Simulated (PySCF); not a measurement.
Si(F)2(H)(NCO) (CHF2NOSi), SMILES O=C=N[SiH](F)F. Atoms are numbered in the order given.

```xyz
7

Si    -0.9250    -0.3634     0.0000
F     -1.5314     0.3734     1.2947
F     -1.5314     0.3734    -1.2947
N      0.7593    -0.1726     0.0000
C      1.9485     0.0043     0.0000
O      3.1037     0.1656     0.0000
H     -1.3200    -1.7756     0.0000
```

Coordinates come from a B3LYP-D3(BJ)/def2-SVP optimisation. The values are those of a single conformer.

All values below come from PBE/pcSseg-1 in PySCF.

GIAO shieldings, no solvent; atoms alike by connectivity are averaged. δ = σ(ref) − σ: ²⁹Si against TMS (σ = 335.4 ppm); ¹⁹F against CFCl3 (σ = 133.6 ppm); ¹⁵N against NH3 (σ = 267.0 ppm); ¹³C against TMS (σ = 182.0 ppm); ¹⁷O against H2O (σ = 334.3 ppm); ¹H against TMS (σ = 31.49 ppm), references at their B3LYP-D3(BJ)/def2-TZVP geometries, non-relativistic.

Problem. Estimate the chemical shifts. (An estimate is asked for; the answer gives what the named calculation found.)

Solution. 
| nucleus | atoms | count | δ (ppm) |
|---|---|---|---|
| ²⁹Si | Si1 | 1 | -73.3 |
| ¹⁹F | F2, F3 | 2 | -159.1 |
| ¹⁵N | N4 | 1 | 58.1 |
| ¹³C | C5 | 1 | 120.3 |
| ¹⁷O | O6 | 1 | 152.2 |
| ¹H | H7 | 1 | 4.98 |
